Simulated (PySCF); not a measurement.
C₃H₁₀SeSi, SMILES CCC[SiH2][SeH], singlet (GFN2-xTB optimised geometry):

```
15

C      2.114    -0.917     0.000
C      0.591    -0.917     0.000
C      0.024     0.501     0.000
Si    -1.876     0.555    -0.063
Se    -2.583    -0.532    -1.957
H      2.496    -1.935    -0.005
H      2.496    -0.411     0.884
H      2.497    -0.403    -0.879
H      0.229    -1.453     0.880
H      0.232    -1.455    -0.883
H      0.435     1.049    -0.851
H      0.361     1.022     0.897
H     -2.497    -0.182     1.034
H     -2.358     1.935    -0.129
H     -1.383    -0.311    -2.712
```

Calculation: B3LYP/def2-TZVP (PySCF).

What are the frontier orbital energies and the dipole moment?

HOMO-2 -8.70 eV, HOMO-1 -8.10 eV, HOMO -6.57 eV, LUMO -0.07 eV, LUMO+1 0.14 eV; dipole moment 1.85 D.

Meta-Löwdin charges at B3LYP/def2-TZVP: C1 -0.32, C2 -0.17, C3 -0.42, Si4 0.58, Se5 -0.25, H6 0.11, H7 0.10, H8 0.10, H9 0.10, H10 0.10, H11 0.11, H12 0.11, H13 -0.10, H14 -0.11, H15 0.06.
